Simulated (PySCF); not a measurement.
Structure elucidation problem

An unknown has the formula C$_{5}$H$_{7}$FO$_{3}$. Its calculated NMR data are:

1H NMR (400 MHz, computed): δ 6.28 (m, 1H), 6.27 (m, 1H), 5.87 (m, 1H), 5.78 (m, 1H), 5.75 (m, 1H), 5.73 (m, 1H), 5.22 (m, 1H).

13C{1H} NMR (computed): δ 143.1, 128.9, 117.7, 100.7, 89.9.

Theoretical values (PySCF 2.14): geometry: GFN2-xTB, shieldings: GIAO PBE0/pcSseg-1. No relativistic terms, one computed conformer, no solvent.

Scale: 1H and 13C vs TMS (reference shieldings calculated alike).

Task: Choose the structure that fits.
A. COCOC(=O)/C=C/F
B. CC(=O)O[C@@H]1CO[C@@H]1F
C. C=C[C@@H]1OCO[C@H](F)O1
D. CO/C(F)=C\OC(C)=O
E. C=C[C@@H]1OCO[C@@H](F)O1

Result: E. 

- Rings plus π bonds: 2 (1 ring in the answer).
- 5 carbon signals for 5 carbons: no two carbons are equivalent.
- Carbon types of the structure: 3 × CH, 2 × CH2, which accounts for all hydrogens.
- δC 143.1: alkene CH; as expected for a trigonal carbon in a double bond.
- δC 128.9: terminal =CH2 carbon; the olefinic region.
- δC 117.7, 100.7, 89.9: sp3 carbon bearing two oxygens.
- δH 6.27, 5.87, 5.75, 5.22: hydrogen on an sp3 carbon bearing two oxygens.
- δH 5.78, 5.73: hydrogen on a terminal =CH2 carbon; a vinylic proton, deshielded by the sp2 carbon and the C=C anisotropy.

The others: COCOC(=O)/C=C/F would give 4 signals for carbon-bound and other non-exchanging H, not 7; CO/C(F)=C\OC(C)=O would give 3 signals for carbon-bound and other non-exchanging H, not 7; C=C[C@@H]1OCO[C@H](F)O1 has carbons computed at 146.7, 126.7, 116.8, 105.8, 91.4; CC(=O)O[C@@H]1CO[C@@H]1F would give 5 signals for carbon-bound and other non-exchanging H, not 7.

Splittings by 19F in the carbon and heteronuclear signals aren't shown, as no couplings were computed. Shifts are as computed. Against solution values, carbons near 30 ppm lie about +3 ppm off and those near 130 ppm about +5 ppm. Of 1211 compounds with measured shifts, 218 miss one by over three times the rms of a fit or turn the order of signals round; such compounds aren't used in these exercises. Multiplicities follow the n + 1 count of equivalent neighbours, as no J values were calculated; m marks all less simple cases, F and P coupling included.
